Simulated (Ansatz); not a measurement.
```yaml
crystal:
  periodic: [false, false, false]
  atoms:
    - {symbol: S, position_ang: [0.457323, -3.159306, 1.117534]}
    - {symbol: C, position_ang: [0.206781, -1.646752, 0.764553]}
    - {symbol: N, position_ang: [0.009370, -0.498807, 0.537124]}
    - {symbol: Ge, position_ang: [-0.140634, 1.045474, -0.432710]}
    - {symbol: H, position_ang: [-1.023282, 0.733308, -1.645419]}
    - {symbol: H, position_ang: [-0.787076, 2.070532, 0.499984]}
    - {symbol: H, position_ang: [1.277498, 1.455560, -0.841066]}
basis:
  gaussian: {orbitals: def2-mTZVPP, final_grid: {core_spheres: 8, valence_spheres: 7, degree: 23}, point_charges: [{charge: 2.00, position_ang: [5.696, -0.037, 0.021]}]}
hamiltonian: {xc: {name: PBE0-DH}}
output: {forces: true}
```

```sh
$ ansatz run in.yaml --threads 2 --pin off --events-out ev --progress --plain --max-ram 32768MiB --backend cpu
```

It prints (some lines left out):

```
Functional definition: PBE0-DH
1115 factors; integrals over basis functions are off by at most 1.4e-3 eV
mean field evaluation 1: about -69906.1166 eV, gradient 4.5e1 eV
mean field evaluation 2: about -69906.1337 eV, gradient 4.5e1 eV
mean field evaluation 4: about -69909.7948 eV, gradient 8.8e0 eV
mean field evaluation 8: about -69909.9828 eV, gradient 1.8e-1 eV
mean field evaluation 16: about -69909.9828 eV, gradient 7.4e-5 eV
mean field -69909.98282260 eV, -2569.1444820424 hartree, gradient 4.4e-6 eV, S^2 0.000000; 0 other end points of the search recorded, 0 dependent functions left out
16 core orbitals not correlated: weight in the atoms' cores, before any rotation towards them, 1.000 or more for the frozen orbitals, at most 0.000 for the correlated occupied ones
reference -69909.98284200 eV, -2569.1444827553 hartree; 16, 16 occupied and 89, 89 virtual orbitals, 1115 factors
second order -23.19131366 eV of doubles, -0.00000000 eV of singles
Total energy: -69912.88175621 eV, -2569.2510158874 hartree
Atom 0 at     0.457323    -3.159306     1.117534 Å, force     0.151547    -0.183571     0.036113 eV/Å
Atom 1 at     0.206781    -1.646752     0.764553 Å, force    -0.082201     0.221963    -0.072507 eV/Å
Atom 2 at     0.009370    -0.498807     0.537124 Å, force     0.321631    -0.027455     0.044578 eV/Å
Atom 3 at    -0.140634     1.045474    -0.432710 Å, force    -0.942522     0.232538    -0.110771 eV/Å
Atom 4 at    -1.023282     0.733308    -1.645419 Å, force     0.274997     0.043612     0.146322 eV/Å
Atom 5 at    -0.787076     2.070532     0.499984 Å, force     0.241644    -0.127025    -0.128413 eV/Å
Atom 6 at     1.277498     1.455560    -0.841066 Å, force     0.128522    -0.074837     0.046580 eV/Å
Dipole moment:    -0.436736     0.581565    -0.284382 e Å
```

Run time 6.5 s (2 threads of an AMD EPYC 7R13 on a shared host); peak host memory 0.39 GiB.
